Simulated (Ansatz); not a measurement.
Born–Oppenheimer molecular dynamics of F$_{2}$H$_{4}$OW (8 atoms, charge 0, multiplicity 1). It starts from a relaxed structure.

All numbers below come from Ansatz, RKS B3LYP/def2-SVP.

```yaml
ensemble: NVT, Nosé–Hoover chain
time_step: 0.5 fs
steps_asked: 150
set_temperature: 300 K
thermostat: time constant 1 fs, chain length 1
seed: 717618
```

First frame:

```xyz
8
Properties=species:S:1:pos:R:3
W 0.273 0.226 0.267
F -0.262 -0.261 2.010
F 2.016 -0.283 -0.248
O -0.169 1.990 -0.196
H -0.801 2.343 -0.838
H -1.342 -0.078 -0.097
H -0.136 -1.352 -0.131
H -0.082 -0.089 -1.347
```

Problem. How far do the bonds stretch over the last three quarters of this one trajectory? (Pairs bonded in most of those frames.)

Solution. 
| bond | mean (Å) | spread (Å) | shortest | longest |
| --- | --- | --- | --- | --- |
| W1–F2 | 1.896 | 0.006 | 1.89 | 1.91 |
| W1–F3 | 1.889 | 0.042 | 1.83 | 1.95 |
| W1–O4 | 1.884 | 0.010 | 1.87 | 1.90 |
| W1–H6 | 1.683 | 0.009 | 1.66 | 1.70 |
| W1–H7 | 1.703 | 0.110 | 1.53 | 1.87 |
| W1–H8 | 1.683 | 0.047 | 1.60 | 1.77 |
| O4–H5 | 0.972 | 0.016 | 0.94 | 1.01 |

Mean temperature of the second half: 300 K. The conserved energy stayed within 0.59 meV per atom of its start (net change 0.015 meV per atom), so the integration is sound. A run of 0.075 ps of so small a system gives no equilibrium averages.

Time of the run: 9.7 min on 1 thread of AMD EPYC 7R43 64-Core Processor (Zen 3) (shared host), peak memory 0.2 GiB.
